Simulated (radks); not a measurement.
Values are calculated unless marked as measured or tabulated.
Question: All-electron atom: the lutetium ion Lu4+ in [Kr] 4d10 4f13 5p6 6p2 (not the ground configuration). Level of theory: Dirac Kohn-Sham, PBEsol, spin-unpolarised, spherical densities, point nucleus; open shells fill j = l - 1/2 first (a radial shooting solver on a logarithmic mesh with Libxc functionals).

Spin-orbit splittings of the eigenvalues, e(l+1/2) - e(l-1/2), with zeta = 2 splitting/(2l+1) and mean radii in bohr:

shell  occ.  splitting (eV)  zeta (eV)  <r> j=l-1/2  <r> j=l+1/2
2p        6            1117      744.7      0.06742      0.07503
3p        6           238.2      158.8       0.2021       0.2163
3d       10           52.02      20.81       0.1899       0.1943
4p        6           54.40      36.26       0.4846       0.5170
4d       10           9.969      3.987       0.5390       0.5503
4f       13               ?          ?       0.6604       0.6696
5p        6           8.574      5.716        1.216        1.297
6p        2           1.798      1.198        2.760        2.894

Estimate the 4f splitting.

Answer: 1.649 eV (zeta = 0.4712 eV).
